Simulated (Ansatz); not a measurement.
# Molecular dynamics of F2H2HfO2

Input:

```yaml
crystal:
  periodic: [false, false, false]
  atoms:
    - { symbol: Hf, position_ang: [-0.115788, -0.03438, 0.092534] }
    - { symbol: O, position_ang: [-0.299615, 0.097424, 2.009771] }
    - { symbol: H, position_ang: [-0.71335, 0.31709, 2.833482] }
    - { symbol: F, position_ang: [1.694523, -0.21378, -0.54729] }
    - { symbol: F, position_ang: [-1.050939, 1.422086, -0.741698] }
    - { symbol: O, position_ang: [-0.96196, -1.632523, -0.518867] }
    - { symbol: H, position_ang: [-1.112576, -2.524784, -0.836198] }
basis:
  gaussian: { orbitals: def2-SVP }
hamiltonian:
  xc: pbe0
  dispersion: d4
md:
  timestep: 1.0
  n_steps: 100
  ensemble: nvt_langevin
  temperature: 1500.0
  initial_velocities: maxwell_boltzmann
  seed: 657718
  friction: 0.02
```

Launched with:

```bash
$ ansatz run input.yaml --threads 2 --pin off --max-ram 3072MiB --backend cpu --events-out ev --progress --plain --runs-dir out
```

It goes on from the last frame of an earlier run, with new velocities.

Output, in part (step lines, the closing report, with atoms numbered from 0):

```
md step     0: t =     0.00 fs  T =  1285.7 K  F+E_penalty+E_count = -10857.99076365 eV  E_kin = 1.163340 eV  (28 SCF iters)
[... lines left out ...]
Total energy: -10857.27304427 eV, -398.9974250528 hartree
Atom 0 at    -0.174600     0.170692     0.261715 Å, force    -0.973719    -0.445222    -1.727512 eV/Å
Atom 1 at    -0.681386     0.103997     2.139958 Å, force    -0.243753     0.903852     1.853102 eV/Å
Atom 2 at    -1.033453     0.160765     3.084886 Å, force     0.941454    -0.144543    -2.425860 eV/Å
Atom 3 at     1.591164     0.280713    -0.664894 Å, force    -1.166067    -0.337181     1.267784 eV/Å
Atom 4 at    -1.067817     1.437620    -0.966860 Å, force     0.494979    -0.852576     1.337755 eV/Å
Atom 5 at    -1.124674    -1.535936    -0.076616 Å, force     1.223230     0.526677    -0.459405 eV/Å
Atom 6 at    -0.871386    -2.257772    -0.674562 Å, force    -0.276123     0.348992     0.154137 eV/Å
Dipole moment:     0.058678    -0.245142     0.626473 e Å
```

The steps, from the saved trajectory:

```json
{"time (fs)": "0", "T (K)": "1286", "potential energy less start (eV)": "0.000"}
{"time (fs)": "3", "T (K)": "1136", "potential energy less start (eV)": "0.147"}
{"time (fs)": "6", "T (K)": "966", "potential energy less start (eV)": "0.180"}
{"time (fs)": "9", "T (K)": "889", "potential energy less start (eV)": "0.321"}
{"time (fs)": "12", "T (K)": "898", "potential energy less start (eV)": "0.329"}
{"time (fs)": "15", "T (K)": "668", "potential energy less start (eV)": "0.336"}
{"time (fs)": "18", "T (K)": "649", "potential energy less start (eV)": "0.391"}
{"time (fs)": "21", "T (K)": "854", "potential energy less start (eV)": "0.243"}
{"time (fs)": "24", "T (K)": "1177", "potential energy less start (eV)": "0.163"}
{"time (fs)": "27", "T (K)": "1128", "potential energy less start (eV)": "0.272"}
{"time (fs)": "30", "T (K)": "653", "potential energy less start (eV)": "0.377"}
{"time (fs)": "33", "T (K)": "744", "potential energy less start (eV)": "0.355"}
{"time (fs)": "36", "T (K)": "713", "potential energy less start (eV)": "0.266"}
{"time (fs)": "39", "T (K)": "839", "potential energy less start (eV)": "0.369"}
{"time (fs)": "42", "T (K)": "667", "potential energy less start (eV)": "0.903"}
{"time (fs)": "45", "T (K)": "1272", "potential energy less start (eV)": "0.370"}
{"time (fs)": "48", "T (K)": "1496", "potential energy less start (eV)": "0.317"}
{"time (fs)": "51", "T (K)": "1358", "potential energy less start (eV)": "0.703"}
{"time (fs)": "54", "T (K)": "1852", "potential energy less start (eV)": "0.284"}
{"time (fs)": "57", "T (K)": "1963", "potential energy less start (eV)": "0.470"}
{"time (fs)": "60", "T (K)": "1389", "potential energy less start (eV)": "0.947"}
{"time (fs)": "63", "T (K)": "1131", "potential energy less start (eV)": "0.783"}
{"time (fs)": "66", "T (K)": "816", "potential energy less start (eV)": "0.787"}
{"time (fs)": "69", "T (K)": "1128", "potential energy less start (eV)": "0.908"}
{"time (fs)": "72", "T (K)": "1520", "potential energy less start (eV)": "0.841"}
{"time (fs)": "75", "T (K)": "1562", "potential energy less start (eV)": "0.483"}
{"time (fs)": "78", "T (K)": "1417", "potential energy less start (eV)": "0.515"}
{"time (fs)": "81", "T (K)": "1188", "potential energy less start (eV)": "0.639"}
{"time (fs)": "84", "T (K)": "1067", "potential energy less start (eV)": "0.811"}
{"time (fs)": "87", "T (K)": "1262", "potential energy less start (eV)": "0.848"}
{"time (fs)": "90", "T (K)": "1310", "potential energy less start (eV)": "0.772"}
{"time (fs)": "93", "T (K)": "1495", "potential energy less start (eV)": "0.862"}
{"time (fs)": "96", "T (K)": "1833", "potential energy less start (eV)": "0.537"}
{"time (fs)": "99", "T (K)": "1697", "potential energy less start (eV)": "0.600"}
```

All steps were run. A run of 0.1 ps of so small a system gives no equilibrium averages.

The same pairs are bonded in the first frame and the last. Pairs count as bonded within 1.25 times the sum of covalent radii (0.12 Å more for H–H).

Last frame:

```xyz
7
Properties=species:S:1:pos:R:3
Hf -0.175 0.171 0.262
O -0.681 0.104 2.140
H -1.034 0.161 3.085
F 1.591 0.281 -0.665
F -1.068 1.438 -0.967
O -1.125 -1.536 -0.077
H -0.871 -2.258 -0.675
```

The run took 4.3 min on 2 threads of Arm Neoverse V2 (shared host), peak memory 0.2 GiB.
